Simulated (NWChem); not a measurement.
Everything below was run with NWChem. System: HSn, charge 0, spin multiplicity 2, at a geometry optimised with UPBE/def2-SVP with def2 effective core potentials on Sn. The structure started from a generated list of species. Its SCF solution wasn't tested for a lower state. Level: UCCSD(T)/def2-SVP with def2 effective core potentials on Sn, 4 core orbitals frozen.

Input file:

```
start mol
memory heap 100 mb stack 700 mb global 1900 mb
geometry units angstroms nocenter noautoz
  Sn     0.000000     0.000000     0.035451
  H      0.000000     0.000000    -1.772549
  symmetry group C2v
end
basis spherical
  * library def2-svp
end
ecp
  Sn library def2-ecp
end
scf
  uhf
  nopen 1
  maxiter 100
  thresh 1e-7
  semidirect memsize 60000000 filesize 0
  # guess.movecs holds the orbitals of an unrestricted PBE0 run
  vectors input guess.movecs output mol.movecs
end
tce
  freeze core 4
  ccsd(t)
  thresh 1e-6
  maxiter 100
  tilesize 24
end
task tce energy
```

Part of the output:

```
             Northwest Computational Chemistry Package (NWChem) 7.3.0
             --------------------------------------------------------

                                NWChem Input Module
                                -------------------

 Scaling coordinates for geometry "geometry" by  1.889725989
 (inverse scale =  0.529177249)

 Turning off AUTOSYM since
 SYMMETRY directive was detected!

                             Geometry "geometry" -> ""
                             -------------------------

 Output coordinates in angstroms (scale by  1.889725989 to convert to a.u.)

  No.       Tag          Charge          X              Y              Z
 ---- ---------------- ---------- -------------- -------------- --------------
    1 Sn                  50.0000     0.00000000     0.00000000     0.03545100
    2 H                    1.0000     0.00000000     0.00000000    -1.77254900

 Effective nuclear repulsion energy (a.u.)      14.6343265763

            Nuclear Dipole moment (a.u.)
            ----------------------------
        X                 Y               Z
 ---------------- ---------------- ----------------
     0.0000000000     0.0000000000     0.0000018897

      Symmetry information
      --------------------

 Group name             C2v
 Group number             16
 Group order               4
 No. of unique centers     2

      Symmetry unique atoms

     1    2


 Summary of "ao basis" -> "" (spherical)
 ------------------------------------------------------------------------------
       Tag                 Description            Shells   Functions and Types
 ---------------- ------------------------------  ------  ---------------------
 *                          def2-svp                  on all atoms

 Summary of "ao basis" -> "ao basis" (spherical)
 ------------------------------------------------------------------------------
       Tag                 Description            Shells   Functions and Types
 ---------------- ------------------------------  ------  ---------------------
 Sn                         def2-svp                10       26   4s4p2d
[...]
         Beta frozen cores :     4
     Alpha frozen virtuals :     0
      Beta frozen virtuals :     0
         Spin multiplicity : doublet
    Number of AO functions :    31
       Number of AO shells :    13
        Use of symmetry is : on
      Symmetry adaption is : on
         Schwarz screening : 0.10D-09

          Correlation Information
          -----------------------
          Calculation type : Coupled-cluster singles & doubles w/ perturbation
   Perturbative correction : (T)
            Max iterations :      100
        Residual threshold : 0.10D-05
     T(0) DIIS level shift : 0.00D+00
     L(0) DIIS level shift : 0.00D+00
     T(1) DIIS level shift : 0.00D+00
     L(1) DIIS level shift : 0.00D+00
     T(R) DIIS level shift : 0.00D+00
     T(I) DIIS level shift : 0.00D+00
   CC-T/L Amplitude update :  5-th order DIIS
                I/O scheme : Global Array Library
        L-threshold :  0.10D-05
        EOM-threshold :  0.10D-05
 no EOMCCSD initial starts read in
 TCE RESTART OPTIONS
 SLICE:      F
 D4D5:       F
 quantumc:   F
 qrotation:  F
 pwtce:      F
 qducc:      F
 nacto:                         0
 nrotv:                         0
 nrot:                          0

            Memory Information
            ------------------
          Available GA space size is     249034878 doubles
          Available MA space size is     104850404 doubles

 Maximum block size supplied by input
 Maximum block size        24 doubles

 tile_dim =      9

 -------------------------------------------------

 Global array virtual files algorithm will be used

 Parallel file system coherency ......... OK


 half-transformed integrals in memory

 2-e (intermediate) file size =         1543366
 2-e (intermediate) file name = ./mol.v2i

 2-e integrals stored in memory



CCSD iterations
 ---------------------------------------------------------
 Iter          Residuum       Correlation     Cpu    Wall
 ---------------------------------------------------------
    1   0.0836751437064  -0.0768979215544     0.1     0.1
    2   0.0282929563515  -0.0908795222658     0.1     0.1
    3   0.0123608019953  -0.0946983535720     0.1     0.1
    4   0.0060466932529  -0.0960757730968     0.1     0.1
    5   0.0031399926617  -0.0966514954317     0.1     0.1
    6   0.0003978250724  -0.0971789680823     0.1     0.1
    7   0.0002216441183  -0.0971773675148     0.1     0.1
    8   0.0001465035224  -0.0971773302633     0.1     0.1
    9   0.0000991461491  -0.0971775878933     0.1     0.1
   10   0.0000677003407  -0.0971778516660     0.1     0.1
   11   0.0000055654585  -0.0971786220706     0.1     0.1
   12   0.0000026150942  -0.0971788419800     0.1     0.1
   13   0.0000016117159  -0.0971788946491     0.1     0.1
   14   0.0000010425683  -0.0971789029418     0.1     0.1
   15   0.0000006871602  -0.0971789030724     0.1     0.1
 -----------------------------------------------------------------
 Iterations converged
 CCSD correlation energy / hartree =        -0.097178903072425
 CCSD total energy / hartree       =      -213.994152095682011

 Singles contributions

 Doubles contributions
 CCSD(T)
 Using plain CCSD(T) code
             total no. of tasks         1000
 total no. of tasks / no. procs         1000
                         wl_min            1           1.0
                         wl_max        46656           6.0
        thresh for no. of tasks         1000

 CCSD[T]  correction energy / hartree =        -0.002406091297540
 CCSD[T] correlation energy / hartree =        -0.099584994369965
 CCSD[T] total energy / hartree       =      -213.996558186979541
 CCSD(T)  correction energy / hartree =        -0.002310364383174
 CCSD(T) correlation energy / hartree =        -0.099489267455599
 CCSD(T) total energy / hartree       =      -213.996462460065175

 Task  times  cpu:        2.9s     wall:        2.9s

 Total times  cpu:        2.9s     wall:        2.9s
```
